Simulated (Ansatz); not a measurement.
Cost and result for the atomization energy of C₂H₆OSSi (`[SiH3]O/C=C\S`) (11 atoms, 10 bonds).

Z-matrix (Å, degrees):
```
Si
O 1 1.656
H 1 1.478 2 105.5
H 1 1.486 2 110.3 3 -119.9
H 1 1.486 2 110.3 3 119.9
C 2 1.358 1 124.5 3 -179.7
C 6 1.329 2 122.0 1 -179.1
H 6 1.087 2 117.2 1 1.0
S 7 1.742 6 126.4 2 0.0
H 7 1.082 6 119.0 2 -179.9
H 9 1.342 7 95.9 6 -0.0
```

Charge 0, multiplicity 1. All single points use the PBE0-D4/def2-TZVP geometry. It is one conformer, not always the lowest. Program: Ansatz. All runs use 4 threads of an Arm Neoverse V1 on a shared host. Times are those of one run each, without the atoms' runs, and a repeat can differ threefold. Electronic energies, without spin–orbit coupling; frozen cores. CCSD(T)/CBS adds CCSD(T) − MP2 in def2-TZVPP to the MP2 limit, and its time is that of the two runs behind it. T1 = 0.013. B3LYP takes the VWN-RPA correlation (the form of Gaussian; ORCA's B3LYP/G).

CCSD(T)/CBS is a level of theory with its own doubt, some kJ/mol a heavy atom from the limit and from the frozen cores, so smaller differences don't rank the functionals.

| level | functions | wall time | atomization (kcal/mol) | difference from CCSD(T)/CBS | per bond |
| --- | --- | --- | --- | --- | --- |
| PBE-D4/def2-TZVPP (with forces) | 261 | 2.9 s | 974.9 | 17.7 | 1.8 |
| PBE0-D4/def2-TZVPP | 261 | 3.7 s | 956.3 | -0.9 | -0.1 |
| r2SCAN-D4/def2-TZVPP (with forces) | 261 | 5.5 s | 960.2 | 3.0 | 0.3 |
| B3LYP-D4/def2-TZVPP (with forces) | 261 | 6 s | 956.4 | -0.8 | -0.1 |
| B2PLYP/def2-TZVPP | 261 | 7 s | 945.4 | -11.8 | -1.2 |
| ωB97X-V/def2-TZVPP | 261 | 9 s | 960.4 | 3.2 | 0.3 |
| ωB97M-V/def2-TZVPP (with forces) | 261 | 14 s | 960.4 | 3.2 | 0.3 |
| MP2/def2-QZVPP | 491 | 25 s | 961.6 | 4.4 | 0.4 |
| CCSD(T)/def2-TZVPP | 261 | 3 min | 930.2 | -27.0 | -2.7 |
| CCSD(T)/CBS(def2) | – | 3.4 min | 957.2 | 0.0 | 0.0 |

The D4 term adds +9.3 kcal/mol with B3LYP and +4.9 kcal/mol with PBE0; it sums over pairs of atoms, weighted by their polarisabilities, and B3LYP, whose exchange is more repulsive, gets the larger term. In def2-TZVPP, CCSD(T) changes the Hartree–Fock value by +242.6 kcal/mol (the triples alone add +15.8 kcal/mol) and MP2 by +257.9 kcal/mol; breaking electron pairs costs correlation energy, which Hartree–Fock lacks. From PBE to PBE0 (25 % exact exchange), in def2-TZVPP and without D4, the atomization energy moves by −17.7 kcal/mol: exact exchange takes away binding that semilocal exchange gives to molecules.
